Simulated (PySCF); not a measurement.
Zn(GeH3)(OSiH3), H₆GeOSiZn, SMILES [SiH3][O][Zn][GeH3], B3LYP/def2-SVP optimised geometry.

```
10

Zn    -0.47     0.35     0.04
Ge    -1.31     2.57     0.10
H     -2.10     2.91    -1.18
H     -2.25     2.79     1.30
H     -0.16     3.60     0.22
O      0.16    -1.31     0.00
Si     0.76    -2.83     0.00
H      2.25    -2.83     0.00
H      0.31    -3.60    -1.21
H      0.31    -3.60     1.21
```

Density from PySCF with B3LYP/def2-TZVP at that geometry.

Minimum of the electron density along straight lines between bonded atoms, close to the bond critical point (lines longer than 1.1 times the sum of covalent radii, or with two minima, are not listed):

```json
[
 {"bond": "Zn1–Ge2", "length / Å": "2.378", "ρ at the minimum / e bohr⁻³": "0.075", "∇²ρ there / e bohr⁻⁵": "0.00", "position (fraction from the first atom)": "0.48"},
 {"bond": "Ge2–H3", "length / Å": "1.545", "ρ at the minimum / e bohr⁻³": "0.130", "∇²ρ there / e bohr⁻⁵": "0.06", "position (fraction from the first atom)": "0.59"},
 {"bond": "Ge2–H4", "length / Å": "1.545", "ρ at the minimum / e bohr⁻³": "0.130", "∇²ρ there / e bohr⁻⁵": "0.06", "position (fraction from the first atom)": "0.59"},
 {"bond": "Ge2–H5", "length / Å": "1.545", "ρ at the minimum / e bohr⁻³": "0.130", "∇²ρ there / e bohr⁻⁵": "0.06", "position (fraction from the first atom)": "0.59"},
 {"bond": "Zn1–O6", "length / Å": "1.774", "ρ at the minimum / e bohr⁻³": "0.130", "∇²ρ there / e bohr⁻⁵": "0.76", "position (fraction from the first atom)": "0.49"},
 {"bond": "O6–Si7", "length / Å": "1.634", "ρ at the minimum / e bohr⁻³": "0.137", "∇²ρ there / e bohr⁻⁵": "0.85", "position (fraction from the first atom)": "0.59"},
 {"bond": "Si7–H8", "length / Å": "1.498", "ρ at the minimum / e bohr⁻³": "0.120", "∇²ρ there / e bohr⁻⁵": "0.13", "position (fraction from the first atom)": "0.49"},
 {"bond": "Si7–H9", "length / Å": "1.498", "ρ at the minimum / e bohr⁻³": "0.120", "∇²ρ there / e bohr⁻⁵": "0.13", "position (fraction from the first atom)": "0.49"},
 {"bond": "Si7–H10", "length / Å": "1.498", "ρ at the minimum / e bohr⁻³": "0.120", "∇²ρ there / e bohr⁻⁵": "0.13", "position (fraction from the first atom)": "0.49"}
]
```
